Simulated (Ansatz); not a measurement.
cyclo-(H2SnS)2 (Sn2H4S2). Total charge 0; triplet. Geometry PBE-D4/def2-SVP, that of the neutral singlet; atoms count from 1.

```xyz
8

Sn    0.168   -1.570    0.462
H    -1.017   -2.797    0.170
H     1.553   -2.185    1.298
S     0.795   -0.388   -1.607
Sn   -0.168    1.570   -0.462
H     1.020    2.794   -0.167
H    -1.552    2.190   -1.298
S    -0.799    0.387    1.605
```

In the def2 sets Sn takes a core potential; there is no spin–orbit coupling. At PBE0-D4/def2-TZVP a singlet of charge 0 lies 4.15 eV below the triplet at the same geometry.

(1) Estimate the Mulliken populations from the PBE0/def2-TZVP orbitals of Ansatz.

(2) Where does the spin sit?

(3) And the Mayer bond orders between heavy atoms (over 0.3)?

Results:

(1) 
| atom | charge (e) | spin (α − β) |
| --- | --- | --- |
| Sn1 | 0.47 | 0.17 |
| H2 | -0.04 | 0.10 |
| H3 | -0.04 | 0.10 |
| S4 | -0.23 | 1.13 |
| Sn5 | 0.47 | 0.17 |
| H6 | -0.04 | 0.10 |
| H7 | -0.04 | 0.10 |
| S8 | -0.55 | 0.13 |
Mulliken values depend strongly on the basis.

(2) Summed by element: Sn 0.35, H 0.40, S 1.26, of 2 unpaired in all. Largest on single atoms: S4 1.13, Sn1 0.17, Sn5 0.17.

(3) Sn1–S4 0.63 (2.46 Å); Sn1–S8 0.95 (2.46 Å); S4–Sn5 0.63 (2.46 Å); Sn5–S8 0.95 (2.46 Å).
